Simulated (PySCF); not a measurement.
Computed shifts of a molecule C5H9N, PBE0/pcSseg-1 (PySCF), GIAO, gas phase, equivalent atoms averaged, in ppm (number of nuclei): ¹³C: 155.8 (1), 150.9 (1), 125.8 (1), 120.8 (1), 67.7 (1). ¹⁵N: 61.1 (1). ¹H: 6.07 (2), 5.83 (1), 5.66 (1), 5.56 (1), 5.39 (1), 3.64 (1), 0.70 (2). References: ¹³C against TMS (σ = 186.3 ppm); ¹⁵N against NH3 (σ = 267.4 ppm); ¹H against TMS (σ = 31.56 ppm), references at their B3LYP-D3(BJ)/def2-TZVP geometries, non-relativistic. Geometry optimised at B3LYP-D3(BJ)/def2-SVP. Other conformers were not sampled.

### Question
Identify the compound among the candidates.
A) C=C=CN(C)C
B) CC1=CCNC1
C) C=CC(N)C=C
D) C=CN=C(C)C

### Answer
C, C=CC(N)C=C
